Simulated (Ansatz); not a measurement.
F2Si (SMILES F[Si]F) moved off its minimum; all values from Ansatz (a quantum-chemistry and plane-wave program), cores frozen in correlated methods.
(charge 0, multiplicity 1)
```xyz
3

Si     0.05305    -0.02667     0.58779
F      0.99095    -0.76944    -0.39139
F     -1.02716     0.74871    -0.40698
```

Forces at PBE/def2-TZVPP (eV/Å):

```json
[
 {"atom": "Si1", "Fx": "-2.118", "Fy": "1.647", "Fz": "1.403"},
 {"atom": "F2", "Fx": "1.505", "Fy": "-1.200", "Fz": "-1.783"},
 {"atom": "F3", "Fx": "0.613", "Fy": "-0.447", "Fz": "0.381"}
]
```

**Question.** Give the forces (eV/Å), the total energy and the dipole at CCSD(T)/aug-cc-pV(T+d)Z.

**Answer.** 
```csv
atom,Fx,Fy,Fz
Si1,-2.093,1.602,0.711
F2,1.046,-0.841,-1.404
F3,1.047,-0.762,0.693
```
Energy -488.6489 hartree, dipole 1.16 D.

Doubts at one or more of the structures used: a restricted determinant that unrestricted orbitals would lower (CCSD(T)/aug-cc-pV(T+d)Z).
